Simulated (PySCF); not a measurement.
## Polarisability and C₆ of Mn⁺ (manganese, charge +1)

[Ar] 3d5 4s1, high-spin 7S determinant. Computed with PySCF 2.14 in x2c-QZVPPall with one added diffuse shell each of s, p, d, f, g type (12s8p6d5f3g, 128 functions), with scalar relativity by spin-free X2C-1e. Coupled (time-dependent) response in atomic units; α is the mean over directions.

```csv
method,mean α (bohr³),C₆ (like pair),S(−4)
BLYP,26.65,137.4,553.3
```

S(−4) is the Cauchy moment in α(ω) = α(0) + S(−4) ω² + …

α(iu) at BLYP:

```tsv
u (hartree)	α(iu) (bohr³)
0	26.65
0.0500	25.35
0.100	22.21
0.200	15.40
0.300	10.80
0.500	6.297
0.750	4.024
1.00	2.931
1.50	1.856
2.00	1.315
3.00	0.7711
5.00	0.3622
```

A single London oscillator, α(iu) = α/(1 + u²/ω²), gives C₆ = (3/4) ω α². Matching the computed C₆ needs ω = 4 × 137.4 / (3 × 26.65²) = 0.258 hartree.

For an ion, C₆ is the dispersion term alone; charge-induced terms of lower order in 1/R come first.
